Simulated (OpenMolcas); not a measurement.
# Ni3+: moving the ligands

Ni3+ with 6 ligands (water) in octahedral coordination (Th) at 1.96 Å. Ligand basis ANO-RCC-VDZP.
```
Ni    0.0000    0.0000    0.0000
O     1.9600    0.0000    0.0000
H     2.5370    0.7797    0.0000
H     2.5370   -0.7797    0.0000
O     0.0000    1.9600    0.0000
H     0.0000    2.5370    0.7797
H     0.0000    2.5370   -0.7797
O    -1.9600    0.0000    0.0000
H    -2.5370    0.7797    0.0000
H    -2.5370   -0.7797    0.0000
O     0.0000   -1.9600    0.0000
H     0.0000   -2.5370    0.7797
H     0.0000   -2.5370   -0.7797
O     0.0000    0.0000    1.9600
H     0.7797    0.0000    2.5370
H    -0.7797    0.0000    2.5370
O     0.0000    0.0000   -1.9600
H     0.7797    0.0000   -2.5370
H    -0.7797    0.0000   -2.5370
```

```
Program             : OpenMolcas 26.06
Method              : CASSCF
Basis               : ANO-RCC-VTZP [6s5p3d2f1g]
Scalar Hamiltonian  : DKH2, point nucleus
Active space        : 7 electrons in 5 orbitals (3d)
State averaging     : 2S+1 = 4 even, 10 roots; 2S+1 = 2 even, 40 roots
Spin-orbit coupling : RASSI with atomic mean-field integrals over the reference wave functions
```

Runs around this geometry, states (labels of O, taken over from Oh, the nearest higher group). Energies in cm-1 above the lowest state or level, χT in cm3 K/mol; under a threefold ground state the first gap can be a small split of the lowest multiplet, not the spin-orbit step; 10Dq and B are least-squares fits to the states below 45000 cm-1, weighted by degeneracy, with a free offset, and given where the rms deviation is under 5 % of |10Dq| (or 100 cm-1) and under 700 cm-1.

```json
{"R (Å)": "1.83", "Ground state": "4T1", "First state of that spin": "4T2 13646", "10Dq": "15808", "B (rms of fit)": "1272 (364)", "First gap with spin-orbit (degeneracies)": "458.5 (2, 4)", "χT at 300 K": "3.232", "First state of another spin": "2E 7616"}
{"R (Å)": "1.96", "Ground state": "4T1", "First state of that spin": "4T2 9086", "10Dq": "11016", "B (rms of fit)": "1298 (330)", "First gap with spin-orbit (degeneracies)": "472.0 (2, 4)", "χT at 300 K": "3.382", "First state of another spin": "2E 12937"}
{"R (Å)": "2.05", "Ground state": "4T1", "First state of that spin": "4T2 6953", "10Dq": "8646", "B (rms of fit)": "1317 (319)", "First gap with spin-orbit (degeneracies)": "471.1 (2, 4)", "χT at 300 K": "3.494", "First state of another spin": "2E 15466"}
```

Taking |10Dq| as R^-n, n = -ln(8646 / 15808) / ln(2.05 / 1.83) = 5.3 between the shortest and longest distance. The point-charge formula for a cubic d site gives n = 5.

An orbital triplet at a regular site is open to Jahn-Teller coupling, which can distort the site and quench the lowest spin-orbit gaps and is left out. Without dynamic correlation the repulsion within the d shell is too large (B by tens of per cent), so at a given field states of lower spin stand too high. Ligand-to-metal charge-transfer states are missing. With no ligand orbital active B as a rule stays too high, so bands that hang on it stand too high and its fall with covalency is understated. With metal d orbitals alone the field can be off either way by tens of per cent. This shell can be high or low spin here, a state of another spin lies low, and with metal d orbitals alone active their balance is uncertain, so the ground spin may be wrong (holds for R = 1.83; R = 1.96). CASSCF with metal d orbitals alone favours high spin, so a ground state of lower spin is not ruled out (holds for R = 2.05). No measured value stands beside these numbers; the geometry was imposed, not optimised, and the real ion may take another.
